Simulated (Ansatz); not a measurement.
Geometry optimisation, RHF/def2-SVP (Ansatz 0.2.0).

Input:

```yaml
crystal:
  periodic: [false, false, false]
  atoms:
    - { symbol: Ti, position_ang: [-0.195425, -0.258005, 0.212988] }
    - { symbol: "N", position_ang: [-0.011939, 0.061509, 2.184312] }
    - { symbol: H, position_ang: [-0.837733, 0.256073, 2.726594] }
    - { symbol: H, position_ang: [0.598477, -0.531229, 2.722448] }
    - { symbol: O, position_ang: [1.415667, -0.565552, -0.40855] }
    - { symbol: H, position_ang: [2.158517, 0.011877, -0.532993] }
    - { symbol: F, position_ang: [-0.990178, 1.149401, -0.444821] }
    - { symbol: O, position_ang: [-1.20431, -1.652583, -0.120092] }
    - { symbol: H, position_ang: [-1.246316, -2.54779, -0.413296] }
    - { symbol: F, position_ang: [1.718423, 2.02261, 0.800705] }
    - { symbol: H, position_ang: [1.269116, 1.803689, 1.565704] }
basis:
  gaussian: { orbitals: def2-SVP }
hamiltonian:
  xc: hf
relax:
  f_tol: 0.03
  max_steps: 50
```

Run as:

```bash
$ ansatz run input.yaml --threads 2 --pin off --max-ram 3072MiB --backend cpu --events-out ev --progress --plain --runs-dir out
```

Question: Where does it end, and by what steps?

Answer: It converged. The force dipped under the threshold on the way, but the program's further checks kept it going. After 26 steps the energy has fallen by 0.275 eV; F10 moved furthest, 1.59 Å.

| step | energy less start (eV) | largest force component (eV/Å) | accepted |
| --- | --- | --- | --- |
| 0 | 0.0000 | 1.674 | yes |
| 1 | -0.0967 | 1.357 | yes |
| 2 | -0.1514 | 0.567 | yes |
| 3 | -0.1762 | 0.533 | yes |
| 4 | -0.1299 | 1.762 | no |
| 5 | -0.1960 | 0.151 | yes |
| 6 | -0.2083 | 0.062 | yes |
| 7 | -0.2143 | 0.334 | yes |
| 8 | -0.2222 | 0.264 | yes |
| 9 | -0.2281 | 0.228 | yes |
| 10 | -0.2329 | 0.202 | yes |
| 11 | -0.2356 | 0.429 | yes |
| 12 | -0.2434 | 0.511 | yes |
| 13 | -0.2397 | 0.494 | no |
| 14 | -0.2580 | 0.256 | yes |
| 15 | -0.2652 | 0.134 | yes |
| 16 | -0.2609 | 0.389 | no |
| 17 | -0.2680 | 0.144 | yes |
| 18 | -0.2698 | 0.085 | yes |
| 19 | -0.2707 | 0.283 | yes |
| 20 | -0.2720 | 0.101 | yes |
| 21 | -0.2732 | 0.088 | yes |
| 22 | -0.2743 | 0.074 | yes |
| 23 | -0.2740 | 0.061 | no |
| 24 | -0.2746 | 0.014 | yes |
| 25 | -0.2749 | 0.032 | yes |
| 26 | -0.2750 | 0.024 | yes |

```xyz
11
Properties=species:S:1:pos:R:3
Ti -0.470 -0.169 0.118
N -0.140 0.393 1.914
H -0.460 1.297 2.225
H -0.248 -0.268 2.667
O 0.923 0.335 -0.822
H 1.800 0.605 -0.578
F -1.900 0.645 -0.487
O -0.664 -1.911 0.165
H -0.458 -2.772 -0.161
F 2.577 0.874 1.486
H 1.714 0.723 1.767
```

Whether the end is a true minimum wasn't checked by a vibrational analysis.

Time of the run: 48 s on 2 threads of Intel(R) Xeon(R) 6975P-C (Granite Rapids), with other jobs on the host, peak memory 0.33 GiB.
